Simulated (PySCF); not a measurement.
C4H10Si2.

```xyz
16

C      2.3961     0.7131    -1.5746
C      1.8255     0.7364    -0.4986
Si     0.8830     0.6938     1.0823
Si    -0.7092    -1.0292     0.8739
C     -1.4642    -0.9540    -0.8639
C     -2.0872     0.4025    -1.2165
H      2.9086     0.7011    -2.5192
H      1.8299     0.4679     2.2127
H      0.2288     2.0211     1.2779
H     -0.0393    -2.3460     1.0992
H     -1.7632    -0.8567     1.9219
H     -0.6590    -1.2013    -1.5771
H     -2.2120    -1.7619    -0.9486
H     -2.5361     0.3921    -2.2229
H     -1.3322     1.2057    -1.2053
H     -2.8804     0.6850    -0.5048
```

Geometry optimised at B3LYP-D3(BJ)/def2-SVP. The structure was generated by enumeration, and PubChem lists no compound with its InChIKey, so it may never have been made. One conformer was computed; it need not be the lowest.

All values below come from PySCF with KT2/pcSseg-1. Non-relativistic, no solvent.

**Question.** Give the absolute GIAO shielding of each atom: isotropic value and principal components (ppm). (An estimate is asked for; the answer gives what the named calculation found.)

**Answer.** 
```tsv
atom	σ(iso)	σ11	σ22	σ33	span
C1	85.7	5.9	7.8	243.2	237.2
C2	111.5	22.9	24.8	286.8	263.9
Si3	459.6	436.7	457.0	485.1	48.5
Si4	427.7	396.6	407.0	479.4	82.8
C5	178.8	169.2	176.6	190.6	21.5
C6	169.6	161.9	162.9	184.0	22.1
H7	28.6	23.3	23.9	38.6	15.3
H8	26.9	23.1	25.1	32.4	9.3
H9	26.7	24.0	24.7	31.5	7.5
H10	27.1	23.8	24.9	32.7	8.9
H11	27.4	24.3	25.4	32.6	8.3
H12	30.0	26.7	27.7	35.6	8.9
H13	30.1	24.9	28.3	37.1	12.3
H14	29.7	24.9	26.9	37.3	12.4
H15	30.0	25.1	30.2	34.7	9.6
H16	30.2	26.3	28.2	36.2	10.0
```
